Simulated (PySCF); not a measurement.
C₃H₇BF₃N.
InChI=1S/C3H7BF3N/c1-2(3(5)6)4(7)8/h2-3H,8H2,1H3/t2-/m1/s1

Torsions of this conformer, `[CH3:1][C@@H:2]([B:3]([NH2:4])[F:5])[CH:6]([F:7])[F:8]`: C1–C2–B3–N4 141°, C1–C2–C6–F7 63°, H–N4–B3–C2 179°, H–N4–B3–C2 3°.

The closed-shell ground state was solved at several levels (PySCF, density fitting, gas phase, non-relativistic). Isolated species at its GFN2-xTB geometry (one conformer only).

```
        level  basis functions  total energy (Eh)  HOMO (eV)  LUMO (eV)  gap (eV)  dipole (D)
  B3LYP/pcJ-1              286          -497.8129      -8.32       0.67      8.99        1.90
PBE0/pcSseg-1              171          -497.2246      -8.62       0.92      9.54        1.89
```

Task: Estimate the row for PBE0/def2-SVPD, a basis of 225 functions; the other rows only guide the guess.

Result: Total energy -496.9302 Eh, HOMO -8.72 eV, LUMO 0.26 eV, gap 8.98 eV, dipole 1.81 D.

Task: How far do the dipole and the HOMO energy spread over the levels?

Result: The dipole runs from 1.81 to 1.90 D (mean 1.87 D) and the HOMO from -8.72 to -8.32 eV.
